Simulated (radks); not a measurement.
Values are calculated unless marked as measured or tabulated.
Task: These are the eigenvalues of the occupied orbitals of an atom or ion with whole-number occupations (eV). Code: a radial shooting solver on a logarithmic mesh with Libxc functionals. Model: Dirac Kohn-Sham, RPBE, spin-unpolarised, spherical densities, finite nucleus; Fermi nuclear charge, rms radius of each element as measured or else 0.836 A^(1/3) + 0.57 fm.

| orbital | eigenvalue |
|---|---|
| 1s1/2 | -23026.79 |
| 2s1/2 | -3337.526 |
| 2p1/2 | -3089.697 |
| 2p3/2 | -2945.099 |
| 3s1/2 | -596.4701 |
| 3p1/2 | -499.5145 |
| 3p3/2 | -474.6361 |
| 3d3/2 | -303.1802 |
| 3d5/2 | -298.2737 |
| 4s1/2 | -82.3843 |
| 4p1/2 | -53.0105 |
| 4p3/2 | -49.1308 |
| 4d3/2 | -6.1199 |
| 4d5/2 | -5.7285 |
| 5s1/2 | -4.1852 |

Which element is it, and in what charge state? The configuration may be excited. Open shells, if any, are shared by 2j + 1.

Result: Z = 45, rhodium, charge 0: Rh in [Kr] 4d8 5s1. The list shows which subshells hold electrons but not how many an open one holds; the 1s level, -846.22 hartree, gives Z - s = 41.1 by -(Z - s)^2/2, which with screening and relativity narrows Z to a few neighbours, and the depths of the outer levels then fix element, charge and occupations together.
